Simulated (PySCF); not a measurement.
B97-3 on Al⁻ (aluminium, charge -1), [Ne] 3s2 3p2, high-spin 3P determinant. Calculation: PySCF 2.14, in aug-cc-pV(D+d)Z (5s4p3d, 32 functions); no relativity, point nucleus.

```
cycle= 1 E= -242.347567626876  delta_E= -0.0031  |g|= 0.00941  |ddm|= 0.334
cycle= 2 E= -242.347807573309  delta_E= -0.00024  |g|= 0.00689  |ddm|= 0.0983
cycle= 3 E= -242.347887083291  delta_E= -7.95e-05  |g|= 0.00198  |ddm|= 0.0693
cycle= 4 E= -242.347907562988  delta_E= -2.05e-05  |g|= 0.000982  |ddm|= 0.0405
cycle= 5 E= -242.347912859485  delta_E= -5.3e-06  |g|= 0.000309  |ddm|= 0.0307
cycle= 6 E= -242.34791352461  delta_E= -6.65e-07  |g|= 5.35e-05  |ddm|= 0.0138
cycle= 7 E= -242.347913532748  delta_E= -8.14e-09  |g|= 6.88e-06  |ddm|= 0.00112
cycle= 8 E= -242.347913533025  delta_E= -2.77e-10  |g|= 1.02e-06  |ddm|= 0.000206
converged SCF energy = -242.347913533025  <S^2> = 2.0050084  2S+1 = 3.0033371
```

Highest occupied orbital energy: 0.910 eV; ⟨L²⟩ = 2.01; populations by l: s 6.00, p 8.00, d 0.00.

Task: Can this result be used?

Result: With care. Self-consistency was reached. At B97-3 the highest occupied level has a positive energy, so only the finite basis holds that electron; in a semilocal or global hybrid functional this comes from self-interaction and does not mean that the real anion is unbound.
